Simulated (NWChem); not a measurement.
# C₂H₆F₂Si; SMILES [SiH3]C(F)(F)C

```xyz
11

C     -1.3464    -1.1106     0.0000
C     -0.0110    -0.3984     0.0000
F      0.7066    -0.8196     1.1106
F      0.7066    -0.8196    -1.1106
Si     0.0037     1.5269     0.0000
H     -1.1714    -2.1918     0.0000
H     -1.9240    -0.8454     0.8905
H     -1.9240    -0.8454    -0.8905
H      1.4156     1.9770     0.0000
H     -0.6943     2.0220     1.2148
H     -0.6943     2.0220    -1.2148
```
Atoms are numbered in this order, from 1.

Level: B3LYP/6-31G* (spherical d) (NWChem), optimised geometry, unscaled harmonic frequencies. 

Problem. List the harmonic frequencies with IR intensities, and the thermochemistry.

Solution. 
| frequency (cm⁻¹) | IR intensity (km/mol) |
|---|---|
| 142 | 0.0 |
| 203 | 0.7 |
| 207 | 2.0 |
| 250 | 0.3 |
| 372 | 13.3 |
| 381 | 0.1 |
| 469 | 12.2 |
| 630 | 26.5 |
| 641 | 48.3 |
| 654 | 5.1 |
| 909 | 198.3 |
| 933 | 0.4 |
| 948 | 81.4 |
| 951 | 37.1 |
| 956 | 97.7 |
| 1164 | 62.2 |
| 1165 | 76.0 |
| 1227 | 43.2 |
| 1439 | 16.3 |
| 1512 | 1.5 |
| 1513 | 4.8 |
| 2258 | 61.4 |
| 2270 | 143.7 |
| 2290 | 125.7 |
| 3065 | 5.1 |
| 3141 | 11.6 |
| 3148 | 11.7 |

```json
{
  "zero_point_energy": "46.9 kcal/mol",
  "thermal correction to the enthalpy at 298.15 K (with zero-point energy)": "51.7 kcal/mol",
  "heat capacity Cv": "23.6 cal/(mol K)",
  "entropy at 298.15 K and 1 atm (symmetry number 1)": "79.5 cal/(mol K)",
  "dipole_moment": "1.83 D"
}
```

Rigid rotor and harmonic oscillator.
